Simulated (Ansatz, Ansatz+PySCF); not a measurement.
```csv
atom,x (Å),y (Å),z (Å)
B,-0.1006,0.3487,0.1563
H,1.1535,-4.0472,-1.3571
H,0.6860,0.8564,-0.6943
H,0.2417,-0.7070,0.6667
H,-1.2479,0.3487,-0.0937
```

Basis set: def2-SVP (spherical functions). Correlated methods keep 1 orbital frozen. Charge 0, multiplicity 2.

Computed with Ansatz (development build ahead of 0.2.0); each method stands on the lowest determinant of its kind that the runs found.

The atomization energy at this shape (free ground-state atoms in the same class of orbitals less the molecule, no zero-point energy) of doublet BH4 in separate pieces:

```json
{"method": "PBE0 (unrestricted)", "atomization energy": "1124.1 kJ/mol"}
{"method": "UHF", "atomization energy": "926.2 kJ/mol"}
```

(1) What does UHF-MP2 give?

Answers

(1) 1077.2 kJ/mol. Caution: the shape is not the minimum. Caution for PBE0 (unrestricted): charge can spread falsely over distant fragments.
